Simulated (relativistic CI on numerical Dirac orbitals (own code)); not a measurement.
**Ir4+: 4f photoemission**

Computed with this model: Dirac-Coulomb-Breit CI, orbitals from a KLI potential per configuration, model QED (radiative potential, 1s self-energy scaled to tabulated hydrogen-like ionisation energies), multiplet model of photoemission in the sudden approximation, unscaled Slater integrals; configurations [Xe] 4f14 5d5 → [Xe] 4f13 5d5; 300 K; Lorentzian 0.35 eV and Gaussian 0.5 eV FWHM. Energies are those of the free ion, without screening or charge transfer. The energies are binding energies and can lie tens of eV above those of solids. S is read from ⟨S²⟩ = S(S + 1).

Field parameters in Wybourne normalisation: Oh B⁴₀ = 21Dq, B⁴₄ = √(5/14) B⁴₀. The field is a parameter set, without covalency.

free ion: ground-state S = 2.42, centroid 120.78 eV. Peaks (eV, height): 119.1 (100), 122.2 (71), 124.7 (9).

Oh, 10Dq = 8500 cm⁻¹: ground-state S = 2.39, centroid 120.77 eV. Peaks (eV, height): 119.1 (100), 122.2 (62), 124.6 (9).

Strongest unbroadened transitions for free ion:

```csv
Energy (eV),Relative strength
118.77,100.0
119.04,84.5
119.26,68.4
119.49,52.1
119.70,35.2
120.13,21.8
121.60,9.7
121.76,7.7
122.06,28.8
122.07,17.1
122.10,22.5
122.12,16.0
122.35,18.3
122.39,31.0
122.40,27.6
122.82,11.7
123.65,11.1
125.03,8.0
```
